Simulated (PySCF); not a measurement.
Si(H)3(F), SMILES [SiH3]F (H3FSi) (PBE0/def2-SVP optimised geometry):

```
5

Si    -0.485    -0.325     0.000
F     -1.003    -1.069    -1.349
H     -1.004     1.071     0.000
H     -1.004    -1.071     1.180
H      1.004    -0.325     0.000
```

Method: PBE0/def2-TZVP run with PySCF 2.14.0.

Task: What are the frontier orbital energies and the dipole moment?

Result: HOMO-2 -12.55 eV, HOMO-1 -9.79 eV, HOMO -9.79 eV, LUMO -0.18 eV, LUMO+1 1.55 eV; dipole moment 1.37 D.

On the same geometry PBE/def2-TZVP (PySCF) gives HOMO-2 -10.52 eV, HOMO-1 -8.32 eV, HOMO -8.32 eV, LUMO -1.07 eV, LUMO+1 0.70 eV; dipole moment 1.26 D.

Meta-Löwdin charges at PBE0/def2-TZVP: Si1 0.82, F2 -0.51, H3 -0.10, H4 -0.10, H5 -0.10.
